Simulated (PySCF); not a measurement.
C2H9NSi2.
SMILES: `C=N[SiH2][SiH2]C`

Jobs on this species (14 atoms, 56 electrons) with PySCF (density fitting). Hardware of each: Arm Neoverse V1, one thread, shared host. The host was shared with other jobs, so the times are rough. Peak memory is the resident size of the whole Python process, interpreter and libraries included.

| level and settings | work | basis functions | SCF cycles | wall time | peak memory |
| --- | --- | --- | --- | --- | --- |
| delta-SCF UKS SCAN, pcX-1 on the ionised atom, pcseg-1 elsewhere, spin-free X2C | ΔSCF core ionisation, 7 holes | 145 | ? | ? | ? |
| delta-SCF UKS B3LYP, pcX-2 on the ionised atom, pcseg-1 elsewhere, spin-free X2C | ΔSCF core ionisation, 7 holes | 165 | ? | ? | ? |
| delta-SCF UKS PBE0, pcX-2 on the ionised atom, pcseg-1 elsewhere, spin-free X2C | ΔSCF core ionisation, 7 holes | 165 | ? | ? | ? |
| delta-SCF UKS PBE, pcX-2 on the ionised atom, pcseg-1 elsewhere, spin-free X2C | ΔSCF core ionisation, 7 holes | 165 | 105 | 26 s | 0.56 GiB |
| delta-SCF UKS SCAN, def2-TZVP on the ionised atom, pcseg-1 elsewhere, spin-free X2C | ΔSCF core ionisation, 7 holes | 142 | 105 | 39 s | 0.56 GiB |
| delta-SCF UKS SCAN, pcX-2 on the ionised atom, pcseg-1 elsewhere, non-relativistic | ΔSCF core ionisation, 7 holes | 165 | 105 | 40 s | 0.56 GiB |
| PBE0-D3(BJ)/def2-SVP, grid level 1 | geometry optimisation from a GFN2-xTB start shaken at random | 123 | 52 | 42 s | 0.52 GiB |
| delta-SCF UKS HF, pcX-2 on the ionised atom, pcseg-1 elsewhere, spin-free X2C | ΔSCF core ionisation, 7 holes | 165 | 97 | 32 s | 0.56 GiB |
| delta-SCF UKS SCAN, pcX-2 on the ionised atom, pcseg-1 elsewhere, spin-free X2C | ΔSCF core ionisation, 7 holes | 165 | 105 | 41 s | 0.61 GiB |

Question: Fill in the missing figures.

Answer: 
- delta-SCF UKS SCAN, pcX-1 on the ionised atom, pcseg-1 elsewhere, spin-free X2C; ΔSCF core ionisation, 7 holes: 35 s, 0.56 GiB, 106 SCF cycles
- delta-SCF UKS B3LYP, pcX-2 on the ionised atom, pcseg-1 elsewhere, spin-free X2C; ΔSCF core ionisation, 7 holes: 51 s, 0.73 GiB, 96 SCF cycles
- delta-SCF UKS PBE0, pcX-2 on the ionised atom, pcseg-1 elsewhere, spin-free X2C; ΔSCF core ionisation, 7 holes: 49 s, 0.73 GiB, 94 SCF cycles

Question: What do all jobs in the table cost together?

Answer: About 5.9 min; the longest takes about 14 % of that, and about 2 times as long as the shortest.
